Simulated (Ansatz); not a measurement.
Ansatz (a program for electronic structure) input:

Ansatz 0.2 input:
```yaml
crystal:
  periodic: [false, false, false]
  atoms:
    - {symbol: Mo, position_ang: [-0.00532808, -0.01574306, 0.00021892]}
    - {symbol: S, position_ang: [1.32253384, -0.55829276, -1.67777773]}
    - {symbol: S, position_ang: [1.17297247, 0.11336741, 1.86200731]}
    - {symbol: S, position_ang: [-0.94835761, 1.93697840, -0.41047005]}
    - {symbol: S, position_ang: [-1.57081530, -1.55453802, 0.22595615]}
basis:
  gaussian:
    orbitals: def2-TZVP
hamiltonian:
  xc: b3lyp
  dispersion: d3bj
total_charge: -2
relax: {f_tol: 0.002, max_steps: 150}
```

Which total energy does the run end on?

-1661.36955 Eh (B3LYP-D3(BJ)/def2-TZVP). The basis has 188 functions. The run takes around 50 core-seconds (rough).
